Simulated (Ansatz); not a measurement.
Job for Ansatz (a first-principles code): U-r2SCAN/def2-TZVPP on O2 (SMILES O=O).

Ansatz 0.2 input:
```yaml
crystal:
  periodic: [false, false, false]
  atoms:
    - {symbol: O, position_ang: [0.00000000, -0.00000000, 0.60215214]}
    - {symbol: O, position_ang: [-0.00000000, 0.00000000, -0.60215214]}
basis:
  gaussian:
    orbitals: def2-TZVPP
hamiltonian:
  xc: {name: r2SCAN}
magnetization: {spin_polarized: true, initial_magnetization: 2}
```

The log:

```
WARN ansatz: RAYON_NUM_THREADS=4 ignored (pool sized by the plan → 4); use --threads N
Functional definition: r2SCAN
integrals: 0.01 GiB planned
302 factors; their error is unknown
mean field: 0.15 GiB planned
mean field evaluation 1: about -4089.9967 eV, gradient 1.4e1 eV
mean field evaluation 2: about -4090.2710 eV, gradient 9.4e0 eV
mean field evaluation 4: about -4090.5286 eV, gradient 4.3e-1 eV
mean field evaluation 8: about -4090.5280 eV, gradient 3.1e-3 eV
mean field -4090.52798898 eV, -150.3241309355 hartree, gradient 7.1e-6 eV, S^2 2.009827; 0 other end points of the search recorded, 0 dependent functions left out
reference -4090.52799251 eV, -150.3241310654 hartree; 9, 7 occupied and 53, 55 virtual orbitals, 302 factors
Total energy: -4090.52799251 eV, -150.3241310654 hartree
```

Self-consistency was reached.

Cost: about 0.5 core-seconds (a rough figure).
